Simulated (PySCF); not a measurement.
Sn, triplet (core potentials on Sn). Base run: DF-HF/def2-TZVP run with PySCF.

Input for PySCF:
```python
from pyscf import gto, scf

mol = gto.M(
    atom='''
Sn    0.000000    0.000000    0.000000
''',
    basis='def2-tzvp',
    ecp={'Sn': 'def2-tzvp'},
    charge=0,
    spin=2,
    verbose=4,
)

mf = scf.UHF(mol)
mf = mf.density_fit(auxbasis='def2-universal-jkfit')
mf.kernel()
```

Each row names what was changed in the base input (with any setting that the change needs).

| change | basis functions | E (Eh) | HOMO (eV) |
|---|---|---|---|
| base | 50 | -213.33988 | -7.26 |
| basis = LANL2DZ | (withheld) | (withheld) | (withheld) |
| basis = def2-SVP | 26 | -213.33609 | -7.23 |
| basis = def2-SV(P) | 26 | -213.33609 | -7.23 |
| basis = def2-SVPD | (withheld) | (withheld) | (withheld) |
| basis = def2-TZVPP | 50 | -213.33988 | -7.26 |
| basis = def2-TZVPD | 56 | -213.33992 | -7.26 |
| basis = def2-QZVP | 82 | -213.34062 | -7.27 |
| basis = def2-QZVPP | 82 | -213.34062 | -7.27 |

Fill in the missing entries.


- basis = LANL2DZ, basis functions: 8
- basis = LANL2DZ, E (Eh): -3.23323
- basis = LANL2DZ, HOMO (eV): -7.08
- basis = def2-SVPD, basis functions: 32
- basis = def2-SVPD, E (Eh): -213.33645
- basis = def2-SVPD, HOMO (eV): -7.24

Totals compare only among sets that treat the same electrons; sets with core potentials leave the core out.

Open shells are given as the SCF converged; they aren't shown to be the lowest states, and a large step between rows can be another state.
